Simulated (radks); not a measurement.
Spherical jellium clusters: N electrons in a uniform positive sphere of charge N and radius rs N^(1/3), rs = 3.3 bohr. Method: non-relativistic Kohn-Sham, PBE, spin-polarised, spherical densities; computed with a radial shooting solver with Libxc functionals. Levels are named by radial order and angular momentum (1s, 1p, 1d, 2s, ...), and open shells are averaged over m. Each electron was tried in the lowest free levels, single moves between levels near the top were tried too, and the lowest total energy was kept; such a search can miss a lower state. The series stops at N = 17: beyond it a trial failed or the search could not be trusted, so later rows were left out. Energies include the self-energy of the background; IP and EA are vertical (highest electron removed, lowest free level filled), at fixed background; spill-out counts the electrons outside the background radius R, and alpha is the static dipole polarisability from linear response (closed shells only). A dash means not computed or, for alpha, an open shell; in EA it means that no bound solution was reached, which is typical of self-interaction and does not show that the anion is unstable. Real open-shell clusters deform, which this model forbids.

N                         open shells  2S  E(N+1) + E(N-1) - 2E(N) (eV)  IP (eV)  EA (eV)  -e(HOMO) (eV)  spill-out (e)
1                    1s(up 1, down 0)   1                             -        -        -          3.467           0.43
2                                none   0                         1.383    6.020        -          3.710           0.62
3                    1p(up 1, down 0)   1                        -0.824    4.187        -          2.311           0.96
4                    1p(up 2, down 0)   2                        -0.589    4.942        -          2.979           1.16
5                    1p(up 3, down 0)   3                         0.536    5.355        -          3.408           1.30
6                    1p(up 3, down 1)   2                        -0.584    4.656        -          2.979           1.46
7                    1p(up 3, down 2)   1                        -0.388    5.145    1.781          3.415           1.58
8                                none   0                         1.661    5.434        -          3.711           1.69
9                    1d(up 1, down 0)   1                        -0.366    3.682        -          2.162           1.89
10                   1d(up 2, down 0)   2                        -0.310    4.043        -          2.519           2.06
11                   1d(up 3, down 0)   3                        -0.265    4.320        -          2.803           2.19
12                   1d(up 4, down 0)   4                        -0.228    4.539    1.598          3.035           2.31
13                   1d(up 5, down 0)   5                         0.504    4.717        -          3.229           2.41
14  1d(up 5, down 0) 2s(up 1, down 0)   6                        -0.175    4.164    1.355          2.825           2.68
15                   1d(up 5, down 2)   3                        -0.288    4.363    1.632          2.974           2.63
16                   1d(up 5, down 3)   2                        -0.197    4.563    1.839          3.179           2.73
17                   1d(up 5, down 4)   1                             -    4.725    2.017          3.349           2.82

All shells are closed at N = 2, 8 (there: 1s2 1p6); the second difference of the energy has clear peaks (12 % above both neighbours; the first and last values, which can be the largest, are not judged, and half-filled shells can peak too) at N = 5, 8, 13.
